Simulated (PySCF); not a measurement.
Electron correlation in Co³⁺ (cobalt, charge +3)

[Ar] 3d6, high-spin 5D determinant. Computed with PySCF 2.14 in dyall-av2z (16s12p7d2f, 101 functions), with no relativity, point nucleus. Frozen: [Ar]; 6 electrons correlated; the 33 highest virtual orbitals of each spin left out.

| level | correlation energy (mhartree) |
| --- | --- |
| CCSD | -103.65 |
| (T) | -0.80 |
| CCSD(T) | -104.45 |

Diagnostics: T1 = 0.0034, D1 = 0.0057, largest double amplitude 0.016.

Cost of the coupled-cluster step: roughly 10 core-seconds, for 6 correlated electrons.
